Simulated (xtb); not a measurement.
C3H9GeN, SMILES [GeH]1([CH3])[CH2]N[CH2]1. All values are semi-empirical tight-binding results from xtb (GFN2-xTB unless named), good for trends rather than for accurate numbers. The structure is a stationary point at GFN2-xTB. This is a generated structure with no PubChem entry under its InChIKey; it may be hypothetical.

For metal compounds this method's bond lengths and energies can be far off.

Computed properties:
```json
{
 "point_group_as_xtb_finds_it": "Cs",
 "orbital_gap": "5.08 eV",
 "zero_point_energy": "69.5 kcal/mol",
 "G − E(el) at 298.15 K (modified RRHO)": "49.5 kcal/mol"
}
```
